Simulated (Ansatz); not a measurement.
`[CH3][SnH2][AlH2]` + `NCS` → `[AlH2][NH]CS` + `[CH3][SnH3]`  (cleavage of the Al–Sn bond)

Calculated with Ansatz (gas phase, PBE0-D4/def2-TZVP geometries, no zero-point term in ΔE). CCSD(T)/CBS is the MP2 limit (def2-TZVPP, def2-QZVPP) plus CCSD(T) − MP2 in def2-TZVPP, frozen cores. Functionals use def2-TZVPP. HSE06 is defined as in plane-wave codes. Elements past krypton have def2 core potentials. For Sn outer-core shells are correlated without core-valence functions, which leaves a few kJ/mol of doubt a bond. One conformer a species, not always the lowest.

(1) Is it downhill or uphill in electronic energy at CCSD(T)/CBS, and by how much? (Best estimate.)

(2) What do these levels give: PBE-D4, revPBE-D4, r2SCANh-D4, r2SCAN0-D4, HSE06-D4, CAM-B3LYP-D4, B2PLYP, revPBE, PBE0, BHLYP, HF/def2-TZVPP, CCSD/def2-TZVPP? (Estimate.)

Largest T1 diagnostic among the species: 0.012.

## Answers

(1) Ansatz gave: Downhill: ΔE = -65.2 kJ/mol.

(2) The calculation gave: PBE-D4 -61.4, revPBE-D4 -64.2, r2SCANh-D4 -70.0, r2SCAN0-D4 -68.1, HSE06-D4 -59.9, CAM-B3LYP-D4 -77.9, B2PLYP -73.2, revPBE -56.4, PBE0 -58.7, BHLYP -71.3, HF/def2-TZVPP -70.1, CCSD/def2-TZVPP -70.4 kJ/mol.

The D4 term adds −3.3 kJ/mol with B3LYP and −1.6 kJ/mol with PBE0; it sums over pairs of atoms, weighted by their polarisabilities, and B3LYP, whose exchange is more repulsive, gets the larger term. Leaving LDA and LC-ωPBE aside and taking each functional with its dispersion term where it has one, the values, not all of them listed here, spread over 22.7 kJ/mol, from B97M-V to HSE06-D4. LDA lies −8.8 kJ/mol from PBE without D4.

B3LYP here is the variant with VWN-RPA as its local correlation; programs differ in this.
